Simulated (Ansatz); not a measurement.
This geometry of a periodic cell of 31 atoms, Al30Cu (host Al, host structure fcc, dopant Cu, one Al atom removed) is a first-order saddle point.

Theory: DFT PBEsol, scalar-relativistic, plane waves, PAW (Ansatz). Settings: PAW set soft_1, cutoff 420 eV, k mesh 3x3x3, gaussian smearing 0.05 eV, no spin polarisation.

```xyz
31
Lattice="8.1000 0.0000 0.0000 0.0000 8.1000 0.0000 0.0000 0.0000 8.1000" Properties=species:S:1:pos:R:3
Al 4.160 0.085 0.002
Cu 6.940 0.862 0.002
Al 6.070 -0.009 2.132
Al 1.999 1.984 0.002
Al 4.078 4.038 0.002
Al 6.164 6.181 0.002
Al 2.027 -0.018 2.005
Al 4.068 2.062 2.036
Al 6.061 4.049 2.005
Al 4.003 0.002 4.052
Al 6.064 2.071 4.052
Al 6.069 -0.009 5.972
Al -0.038 4.021 0.002
Al 2.016 6.100 0.002
Al -0.032 1.990 1.996
Al 2.024 4.046 2.032
Al 4.054 6.076 2.013
Al 0.049 -0.014 4.052
Al 2.033 2.028 4.052
Al 4.042 4.072 4.052
Al 6.080 6.025 4.052
Al 2.027 -0.018 6.099
Al 4.067 2.062 6.068
Al 6.060 4.049 6.099
Al 0.040 6.089 2.036
Al 0.006 4.055 4.052
Al 2.050 6.064 4.052
Al -0.032 1.990 6.108
Al 2.024 4.046 6.072
Al 4.055 6.076 6.091
Al 0.041 6.089 6.068
```

Which two structures does it join? (They come from a converged band through this point; their orientation in space is the band's.)

The atom that moves furthest is Cu2, by 3.01 Å; four of its nearest neighbours are Al5 2.76, Al8 2.79, Al23 2.80, Al3 2.80 Å at the first end and Al14 2.78, Al7 2.80, Al22 2.80, Al25 2.80 Å at the last.

Initial state:

```xyz
31
Lattice="8.1000 0.0000 0.0000 0.0000 8.1000 0.0000 0.0000 0.0000 8.1000" Properties=species:S:1:pos:R:3
Al 4.072 0.023 0.003
Cu 6.016 2.078 0.005
Al 6.120 0.036 1.919
Al 2.022 2.006 0.003
Al 4.066 4.033 0.005
Al 6.097 6.079 0.004
Al 2.011 -0.002 2.011
Al 4.084 2.030 2.024
Al 6.070 4.017 2.025
Al 4.072 0.001 4.054
Al 6.079 2.025 4.053
Al 6.116 0.035 6.190
Al -0.025 4.027 0.004
Al 2.013 6.090 0.003
Al -0.035 1.983 1.921
Al 2.038 4.042 2.040
Al 4.061 6.063 2.038
Al -0.004 0.003 4.053
Al 2.030 2.033 4.055
Al 4.057 4.043 4.053
Al 6.069 6.068 4.054
Al 2.012 -0.003 6.097
Al 4.081 2.031 6.085
Al 6.070 4.020 6.088
Al 0.005 6.086 2.012
Al 0.003 4.028 4.054
Al 2.041 6.064 4.053
Al -0.034 1.982 6.187
Al 2.038 4.043 6.069
Al 4.061 6.062 6.069
Al 0.005 6.090 6.095
```

Final state:

Only the atoms that move by more than 0.05 Å are listed.
```
Cu2 8.150 -0.050 0.000
```

How far does it lie above each of them?

0.46 eV above the first and 0.46 eV above the second. This is the barrier of this one path; another mechanism may lie lower. Limits of this set-up: coarse k mesh, PAW files made for another functional, a small cell, in which the defect meets its images, a typed lattice constant that wasn't relaxed here.

The run took 19 min on 4 threads of Arm Neoverse V2 (shared host), peak memory 4.5 GiB.
